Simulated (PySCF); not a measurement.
**SMILES CSc1cc[cH-]c1, [C6H7S]-, charge -1**

Cartesian coordinates in Å; atom numbers follow the order of the lines, from 1:
```xyz
14

C     2.7155   -0.1779    0.5193
S     1.7293   -0.8571   -0.8563
C     0.1065   -0.3154   -0.4714
C    -0.8429   -1.0219    0.3114
C    -2.0074   -0.2410    0.3727
C    -1.7873    0.9473   -0.3702
C    -0.4856    0.9032   -0.8928
H     2.6462    0.9209    0.5415
H     3.7691   -0.4720    0.3730
H     2.3596   -0.5736    1.4832
H    -0.6765   -2.0006    0.7687
H    -2.9315   -0.5071    0.8956
H    -2.5120    1.7542   -0.5181
H     0.0025    1.6552   -1.5181
```

Total charge -1.

Method used: quadratic response CAM-B3LYP/aug-cc-pVDZ first hyperpolarisability, Taylor convention, gas phase in PySCF 2.14.0. Geometry: PBE0-D3(BJ)/def2-SVP.

For a gas-phase anion, states above the detachment energy (about 1.8 eV, taken as minus the energy of the highest occupied orbital) lie in the continuum and depend on the basis.

**Question.** What is the first hyperpolarisability, and how does it disperse?

**Answer.** In au, Taylor convention; the vector part is βᵢ = ⅓ Σⱼ (βᵢⱼⱼ + βⱼᵢⱼ + βⱼⱼᵢ):
| process | λ (nm) | β vector norm | β HRS | depolarisation ratio |
| --- | --- | --- | --- | --- |
| static β(0;0,0) | ∞ | 1924.4 | 775.3 | 5.51 |
| second harmonic β(−2ω;ω,ω) | 1907 | 2441.0 | 986.6 | 5.28 |
| Pockels β(−ω;ω,0) | 1907 | 2075.8 | – | – |
| second harmonic β(−2ω;ω,ω) | 1064 | 4880.6 | 2001.1 | 4.58 |
| Pockels β(−ω;ω,0) | 1064 | 2484.8 | – | – |

**Question.** Which lowest excitations and polarisabilities go with it?

**Answer.** S1 3.13 eV (f = 0.012); S2 3.19 eV (f = 0.000); S3 3.29 eV (f = 0.065); isotropic α 117.6 au static, 118.5 au at 1907 nm, 120.6 au at 1064 nm, 121.4 au at 953.5 nm, 133.4 au at 532 nm.
